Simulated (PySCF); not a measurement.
Multinuclear NMR of C8H14OSi

Bonds (- single, = double, # triple, : aromatic): C1-C2, C2#C3, C3-C4, C4-C5, C4-C6, C6=O7, C4-C8, C8-C9, C8-Si10. C1 carries H11, H12, H13; C5 carries H14, H15, H16; C6 carries H17; C8 carries H18; C9 carries H19, H20, H21; Si10 carries H22, H23, H24. Stereochemistry as in CC#C[C@@](C)(C=O)[C@H](C)[SiH3].

- σ from GIAO-PBE0/pcSseg-1
- geometry: GFN2-xTB
- program: PySCF
- one computed conformer, in vacuum, no relativistic terms, rapidly exchanging positions averaged

Task: Predict the 29Si NMR data.

Result: 
```json
{"atoms": "Si10", "environment": "silicon bonded to C, 3 H", "σ (ppm)": "419.1", "δ (ppm)": "-64.5"}
```

Shieldings were converted by a linear fit to measured shifts: 29Si: δ = 279.94 − 0.822σ (rms 8.9 ppm, 72 shifts, 25.8 ppm with the 6 outliers that the fit left out vs TMS, solution or neat liquid). A few per cent of atoms miss by over 2 rms, more outside the fitted compound classes.

On a 400 MHz spectrometer 29Si resonates near 79.5 MHz, so 1 ppm is 79.5 Hz.

Task: Predict the 17O NMR data.

Result: 
```csv
atoms,environment,σ (ppm),δ (ppm)
O7,aldehyde oxygen,-301.6,541.4
```

Shieldings were converted by a linear fit to measured shifts: 17O (scatter 10.7 ppm rms, 12.2 ppm with the 3 outliers that the fit left out vs liquid water, solution or neat liquid). A few per cent of atoms miss by over 2 rms, more outside the fitted compound classes.

On a 300 MHz spectrometer 17O resonates near 40.7 MHz, so 1 ppm is 40.7 Hz.
